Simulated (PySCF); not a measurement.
Species: [Pt(PF3)Cl3]- (charge -1 and singlet state).
Geometry (PBE0-D3(BJ)/def2-SVP, Å), atoms numbered from 1 in this order:
```
atom  x, y, z in Å
Pt1   -1.063   -0.065   -0.002
P2     1.064    0.084   -0.053
F3     1.794    1.410   -0.524
F4     1.909   -0.923   -0.941
F5     1.880   -0.113    1.295
Cl6   -1.345    2.230   -0.337
Cl7   -3.371   -0.340    0.114
Cl8   -0.730   -2.368    0.364
```

Method: PBE0-D3(BJ)/def2-SVP geometry optimisation, gas phase, def2 core potentials past Kr (PySCF).

**Question.** Which atoms are bound to Pt1, and at what distances?

**Answer.** 4 atoms: P2 2.133 Å, Cl7 2.327 Å, Cl6 2.336 Å, Cl8 2.356 Å. The nearest atom not counted as bound is F5, at 3.22 Å.

**Question.** List the angles at Pt1.

**Answer.** 
```json
{"angle": "Cl6–Pt1–Cl8", "degrees": "178.6", "distance of the outer atoms (Å)": "4.69"}
{"angle": "P2–Pt1–Cl7", "degrees": "176.8", "distance of the outer atoms (Å)": "4.46"}
{"angle": "P2–Pt1–Cl6", "degrees": "92.8", "distance of the outer atoms (Å)": "3.24"}
{"angle": "Cl7–Pt1–Cl8", "degrees": "91.0", "distance of the outer atoms (Å)": "3.34"}
{"angle": "Cl6–Pt1–Cl7", "degrees": "90.2", "distance of the outer atoms (Å)": "3.30"}
{"angle": "P2–Pt1–Cl8", "degrees": "86.0", "distance of the outer atoms (Å)": "3.07"}
```

**Question.** What is the shape at Pt1?

**Answer.** Square planar: angles from 86.0° to 178.6°; τ4 = (360° − α − β)/141° = 0.03 with α and β the two widest (0 for a square, 1 for a tetrahedron). The Pt–Cl distances aren't all alike: 2.327 to 2.356 Å.

**Question.** What are the other bond lengths?

**Answer.** P2–F3, P2–F4, P2–F5 1.587 Å.

**Question.** Give some angles away from the centre.

**Answer.** Pt1–P2–F3 121.7°, Pt1–P2–F4 120.0°, F3–P2–F4 96.9°.

**Question.** What are the rotational constants (commonest isotopes, rigid rotor)?

**Answer.** A = 1030, B = 620.8, C = 422.1 MHz: an asymmetric top.

Point group: near Cs, missed by 0.37 Å at most; the miss may be what the optimiser left on a soft mode. Charge -1, singlet. PBE0-D3(BJ)/def2-SVP frequencies: not computed here.
